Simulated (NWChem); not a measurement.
System: trifluoroacetic acid (C2HF3O2); SMILES O=C(O)C(F)(F)F

```xyz
8

O     -1.0822    -1.4804     0.0004
C      0.1269    -0.9367     0.0010
O      1.1653    -1.5253     0.0005
C      0.0174     0.5998     0.0003
F     -0.6564     1.0138     1.0696
F      1.2201     1.1412     0.0170
F     -0.6260     1.0130    -1.0881
H     -0.9697    -2.4443    -0.0007
```
Atoms are numbered in this order, from 1.

All runs: NWChem. Medium grid unless said otherwise, to which SCAN and Minnesota functionals are sensitive. Coordinates come from a PBE0/def2-SVP optimisation. Total energies of different functionals are on different scales.

```json
[
 {"level": "B3LYP/def2-SVP", "energy (Ha)": "-526.3973", "highest occupied level (eV)": "-8.66", "orbital gap (eV)": "7.61", "dipole (D)": "2.17"},
 {"level": "PBE/def2-SVP", "energy (Ha)": "-525.8892", "highest occupied level (eV)": "-7.07", "orbital gap (eV)": "5.25", "dipole (D)": "2.10"},
 {"level": "LDA (Slater exchange, PW92)/def2-SVP", "energy (Ha)": "-522.7762", "highest occupied level (eV)": "___", "orbital gap (eV)": "___", "dipole (D)": "2.17"},
 {"level": "LRC-wPBEh/def2-SVP", "energy (Ha)": "-525.9311", "highest occupied level (eV)": "-10.88", "orbital gap (eV)": "11.85", "dipole (D)": "2.19"},
 {"level": "r2SCAN/def2-SVP", "energy (Ha)": "-526.1667", "highest occupied level (eV)": "-7.62", "orbital gap (eV)": "5.85", "dipole (D)": "2.20"},
 {"level": "r2SCAN0/def2-SVP", "energy (Ha)": "-526.0900", "highest occupied level (eV)": "-9.38", "orbital gap (eV)": "8.58", "dipole (D)": "2.26"},
 {"level": "BP86/def2-SVP", "energy (Ha)": "-526.4062", "highest occupied level (eV)": "-7.21", "orbital gap (eV)": "5.28", "dipole (D)": "2.11"}
]
```

Complete the blanks.


- LDA (Slater exchange, PW92)/def2-SVP, highest occupied level (eV): -7.30
- LDA (Slater exchange, PW92)/def2-SVP, orbital gap (eV): 5.16
